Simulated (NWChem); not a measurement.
The numbers come from NWChem runs, not from measurements. System: C5H4N, charge 1, spin multiplicity 1, at the geometry of a parent with another charge or spin, in a state set for the comparison that need not be this species' ground state. Level: MP2/def2-SVP, 6 core orbitals frozen.

The NWChem input:

```
start mol
memory heap 200 mb stack 900 mb global 1100 mb
charge 1
geometry units angstroms nocenter noautoz
  C     -0.662770     1.216124     0.000000
  C      0.715851     1.238827     0.000000
  C      1.351155    -0.013529     0.000000
  C      0.549285    -1.161568     0.000000
  N     -0.784904    -1.136738     0.000000
  C     -1.411413     0.052078     0.000000
  H      1.291765     2.169343     0.000000
  H      2.441694    -0.094660     0.000000
  H      1.014916    -2.154221     0.000000
  H     -2.506695     0.045113     0.000000
  symmetry group Cs
end
basis spherical
  * library def2-svp
end
scf
  rhf
  nopen 0
  maxiter 100
  thresh 1e-7
  semidirect memsize 60000000 filesize 0
end
mp2
  freeze core 6
end
task mp2 energy
```

NWChem printed:

```
             Northwest Computational Chemistry Package (NWChem) 7.3.0
             --------------------------------------------------------

                                NWChem Input Module
                                -------------------

 Scaling coordinates for geometry "geometry" by  1.889725989
 (inverse scale =  0.529177249)

 Turning off AUTOSYM since
 SYMMETRY directive was detected!

                             Geometry "geometry" -> ""
                             -------------------------

 Output coordinates in angstroms (scale by  1.889725989 to convert to a.u.)

  No.       Tag          Charge          X              Y              Z
 ---- ---------------- ---------- -------------- -------------- --------------
    1 C                    6.0000    -0.66277000     1.21612400     0.00000000
    2 C                    6.0000     0.71585100     1.23882700     0.00000000
    3 C                    6.0000     1.35115500    -0.01352900     0.00000000
    4 C                    6.0000     0.54928500    -1.16156800     0.00000000
    5 N                    7.0000    -0.78490400    -1.13673800     0.00000000
    6 C                    6.0000    -1.41141300     0.05207800     0.00000000
    7 H                    1.0000     1.29176500     2.16934300     0.00000000
    8 H                    1.0000     2.44169400    -0.09466000     0.00000000
    9 H                    1.0000     1.01491600    -2.15422100     0.00000000
   10 H                    1.0000    -2.50669500     0.04511300     0.00000000

 Effective nuclear repulsion energy (a.u.)     196.5348151933

            Nuclear Dipole moment (a.u.)
            ----------------------------
        X                 Y               Z
 ---------------- ---------------- ----------------
    -0.0000000000     0.0000018897     0.0000000000

      Symmetry information
      --------------------

 Group name             Cs
 Group number              2
 Group order               2
 No. of unique centers    10

      Symmetry unique atoms

     1    2    3    4    5    6    7    8    9   10


 Summary of "ao basis" -> "" (spherical)
[...]
     1   1 0 0      0.225853      0.000000     -0.000000
     1   0 1 0      1.469161      0.000000      0.000002
     1   0 0 1      0.000000      0.000000      0.000000

     2   2 0 0    -14.671191      0.000000    177.422560
     2   1 1 0     -3.059205      0.000000      9.367841
     2   1 0 1      0.000000      0.000000      0.000000
     2   0 2 0    -16.233435      0.000000    159.261032
     2   0 1 1      0.000000      0.000000      0.000000
     2   0 0 2    -26.295437      0.000000      0.000000

                   NWChem MP2 Semi-direct Energy/Gradient Module
                   ---------------------------------------------

  Basis functions       =    104
  Molecular orbitals    =    104
  Frozen core           =      6
  Frozen virtuals       =      0
  Active alpha occupied =     14
  Active beta occupied  =     14
  Active alpha virtual  =     84
  Active beta virtual   =     84
  Use MO symmetry       = T
  Use skeleton AO sym   = T

  AO/Fock/Back tols     =   1.0D-09  1.0D-09  1.0D-09

 GA uses MA = F    GA memory limited = T

 Available:
  local mem=  1.26D+08
 global mem=  1.44D+08
 local disk=  0.00D+00
  mp2_memr nvloc                    84
  nvloc new                    84
   1 passes of  14:        3145728                      52052                  21525964.
   1 passes of  14: M    126140689           G      144157568           F     122994961.

 Semi-direct pass number   1 of   1  for RHF alpha+beta  at        1.8s
  vrange nnbf                  5379
  mp2_eaftype                    82  avail_ma_in_mb                  1099
 EAF : mp2_eaftype filesize          82   10762982.
  mp2_eaf for mointskh                     82
Node 0 wrote     50.6 Mb in      0.0 s     Agg I/O rate:  5216.7 Mb/s
 Done moints_semi at        3.5s
  mp2_eaftype                    82  avail_ma_in_mb                  1017
 EAF : mp2_eaftype filesize          82   10762982.
  mp2_eaf for kh                    82
 Done maket at        3.6s
 Done multipass loop at        3.6s

          -------------------------------------------
          SCF energy                -245.501998500154
          Correlation energy          -0.783163924149
          Singlet pairs               -0.471739993530
          Triplet pairs               -0.311423930618
          Total MP2 energy          -246.285162424303
          -------------------------------------------

          ---------------------------------------------------
                    Spin Component Scaled (SCS) MP2
          Same spin pairs                     -0.207615953745
          Same spin scaling factor             0.333333333333
          Opposite spin pairs                 -0.575547970403
          Opposite spin scaling fact.          1.200000000000
          SCS-MP2 correlation energy          -0.759862882399
          Total SCS-MP2 energy              -246.261861382553
          ---------------------------------------------------

 -----------------------
 Performance information
 -----------------------

 Timer overhead =  1.36D-07 seconds/call

               Nr. of calls         CPU time (s)                 Wall time (s)                GFlops
             ---------------    -------------------     ------------------------------   -------------------
Name         Min   Avg   Max    Min     Avg     Max     Min     Avg     Max   Mx/calls   Min     Max     Sum
mp2: moin     1     1     1    1.7     1.7     1.7      1.7     1.7     1.7     1.7      0.0     0.0     0.0
mp2: make     1     1     1   0.13    0.13    0.13     0.13    0.13    0.13    0.13      0.0     0.0     0.0
mp2: tota     1     1     1    1.8     1.8     1.8      1.8     1.8     1.8     1.8      0.0     0.0     0.0

 The average no. of pstat calls per process was 3.00D+00
 with a timing overhead of 4.09D-07s

 Task  times  cpu:        3.6s     wall:        3.6s

 Total times  cpu:        3.6s     wall:        3.6s
```
